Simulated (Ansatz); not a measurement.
Zr₃⁺, relaxed as a quartet with UKS PBE0-D4/def2-TZVP in Ansatz, starting from the PBE0-D4/def2-TZVP geometry of the charge +1 doublet. Force threshold 0.02 eV/Å.

In the def2 sets Zr takes a core potential; there is no spin–orbit coupling. The charge 1 quartet is spin-contaminated (final ⟨S²⟩ up to 4.37, 3.75 for a pure state). The structure comes from a short search, and lower isomers may exist.

Start:

```xyz
3

Zr    0.091    1.227   -0.929
Zr   -1.135   -1.001   -0.183
Zr    1.044   -0.226    1.111
```

| step | energy (eV) | largest force component (eV/Å) | SCF passes |
| --- | --- | --- | --- |
| 1 | -3828.2261 | 0.678 | 198 |
| 2 (rejected) | -3828.2099 | 0.938 | 43 |
| 3 | -3828.2595 | 0.026 | 39 |
| 4 (rejected) | -3828.2576 | 0.184 | 45 |
| 5 | -3828.2595 | 0.000 | 27 |

Force components are those of the run's own axes.

End:

| atom | x (Å) | y (Å) | z (Å) |
| --- | --- | --- | --- |
| Zr1 | 0.110 | 1.206 | -0.894 |
| Zr2 | -1.142 | -1.007 | -0.184 |
| Zr3 | 1.032 | -0.199 | 1.077 |

By distances, no bond broke or formed. The bond that changes most is Zr1–Zr3, from 2.68 to 2.59 Å (atoms count from 1).

No frequencies were taken in this run, so the end may be a saddle point.

Hardware: 2 threads of Arm Neoverse N1 on a shared host. Wall time 63 s.
